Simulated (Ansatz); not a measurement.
# Molecular dynamics of CaH$_{12}$Cl$_{2}$O$_{6}$

Input:

```yaml
accuracy: low
crystal:
  lattice:
    - [6.468088, 0.0, 0.0]
    - [0.0, 6.468088, 0.0]
    - [0.0, 0.0, 6.468088]
  atoms:
    - { symbol: O, position: [0.78566223, 0.30203847, 0.97318707] }
    - { symbol: H, position: [0.91266995, 0.34103576, 1.04227326] }
    - { symbol: H, position: [0.71404807, 0.4329834, 0.96839133] }
    - { symbol: O, position: [0.0110375, 1.08935727, 0.33110571] }
    - { symbol: H, position: [0.06783638, 0.95130612, 0.34944215] }
    - { symbol: H, position: [0.04576838, 1.16896481, 0.45212929] }
    - { symbol: O, position: [0.4006442, 0.29749942, 0.23177982] }
    - { symbol: H, position: [0.28334249, 0.21281367, 0.18746047] }
    - { symbol: H, position: [0.39681947, 0.41854805, 0.14304809] }
    - { symbol: O, position: [0.84375266, 0.85905963, 0.87984114] }
    - { symbol: H, position: [0.99365632, 0.85487466, 0.88331185] }
    - { symbol: H, position: [0.80484404, 0.92089207, 0.74886072] }
    - { symbol: O, position: [0.45268374, 0.52973273, 0.62661121] }
    - { symbol: H, position: [0.36662594, 0.48261442, 0.51328385] }
    - { symbol: H, position: [0.58302162, 0.55971532, 0.55459809] }
    - { symbol: O, position: [0.56805732, 0.02273922, 0.56284721] }
    - { symbol: H, position: [0.53424679, 0.15562195, 0.62266798] }
    - { symbol: H, position: [0.49010031, -0.07864709, 0.6431311] }
    - { symbol: Ca, position: [0.67154188, 1.00385324, 0.18602692] }
    - { symbol: Cl, position: [0.82554165, 0.63743074, 0.33421913] }
    - { symbol: Cl, position: [0.32338575, 0.86662613, 0.01218561] }
basis:
  ecutwfc: 500.0
kpoints:
  mp_grid: { grid: [1, 1, 1] }
hamiltonian:
  xc: r2scan
  dispersion: d3bj
scf:
  occupations: { method: fermi_dirac, width: 0.02 }
  lower_state_search: "off"
md:
  timestep: 0.75
  n_steps: 40
  ensemble: nvt_langevin
  temperature: 1000.0
  initial_velocities: maxwell_boltzmann
  seed: 206190
  friction: 0.02
```

Run as:

```bash
$ ansatz run input.yaml --threads 1 --pin off --max-ram 3072MiB --backend cpu --events-out ev --progress --plain --runs-dir out
```

It starts from a partly relaxed structure (largest force component 0.30 eV/Å).

Output, in part (step lines):

```
md step     0: t =     0.00 fs  T =   952.4 K  F+E_penalty+E_count = -7601.83377803 eV  E_kin = 2.585200 eV  (8 SCF iters)
[... lines left out ...]
```

The steps, from the saved trajectory:

| time (fs) | T (K) | potential energy less start (eV) |
| --- | --- | --- |
| 0.0 | 952 | 0.000 |
| 0.8 | 930 | 0.300 |
| 1.5 | 771 | 0.894 |
| 2.2 | 647 | 1.278 |
| 3.0 | 664 | 1.216 |
| 3.8 | 771 | 0.889 |
| 4.5 | 880 | 0.584 |
| 5.2 | 871 | 0.554 |
| 6.0 | 674 | 0.891 |
| 6.8 | 518 | 1.294 |
| 7.5 | 502 | 1.319 |
| 8.2 | 658 | 0.935 |
| 9.0 | 797 | 0.631 |
| 9.8 | 754 | 0.757 |
| 10.5 | 610 | 1.160 |
| 11.2 | 524 | 1.394 |
| 12.0 | 612 | 1.282 |
| 12.8 | 704 | 1.020 |
| 13.5 | 729 | 0.875 |
| 14.2 | 649 | 0.976 |
| 15.0 | 559 | 1.311 |
| 15.8 | 453 | 1.585 |
| 16.5 | 533 | 1.443 |
| 17.2 | 635 | 1.042 |
| 18.0 | 692 | 0.795 |
| 18.8 | 633 | 0.891 |
| 19.5 | 557 | 1.128 |
| 20.2 | 563 | 1.188 |
| 21.0 | 657 | 1.027 |
| 21.8 | 735 | 0.793 |
| 22.5 | 818 | 0.659 |
| 23.2 | 870 | 0.721 |
| 24.0 | 765 | 0.964 |
| 24.8 | 753 | 1.238 |
| 25.5 | 739 | 1.393 |
| 26.2 | 821 | 1.355 |
| 27.0 | 843 | 1.295 |
| 27.8 | 836 | 1.349 |
| 28.5 | 820 | 1.438 |
| 29.2 | 710 | 1.445 |
| 30.0 | 708 | 1.318 |

All steps were run. The mean temperature of the second half is 30 % below the set value. A run of 0.03 ps of so small a system gives no equilibrium averages. Limits of this set-up: coarse k mesh, low accuracy level.

Mean squared displacements from the first frame to the last, about the centre of mass: O 0.06 Å², H 0.20 Å², Ca 0.03 Å², Cl 0.05 Å².

Last frame:

```xyz
21
Lattice="6.4681 0.0000 0.0000 0.0000 6.4681 0.0000 0.0000 0.0000 6.4681" Properties=species:S:1:pos:R:3
O 5.350 2.146 6.174
H 6.221 2.113 6.490
H 5.290 3.146 6.531
O 0.131 7.149 1.948
H 0.451 6.330 2.244
H 0.052 7.738 2.739
O 2.552 2.052 1.322
H 1.764 1.597 1.202
H 2.577 2.918 0.772
O 5.418 5.445 5.744
H 6.275 5.042 6.094
H 5.579 5.501 4.737
O 2.903 3.539 4.150
H 2.447 3.529 3.262
H 3.787 3.398 3.815
O 3.547 0.165 3.897
H 3.211 0.997 4.234
H 3.109 -0.429 4.440
Ca 4.219 6.591 1.165
Cl 5.311 3.942 2.074
Cl 2.134 5.367 0.211
```

Time of the run: 8.2 min on 1 thread of Arm Neoverse V1, on a shared host, peak memory 0.57 GiB.
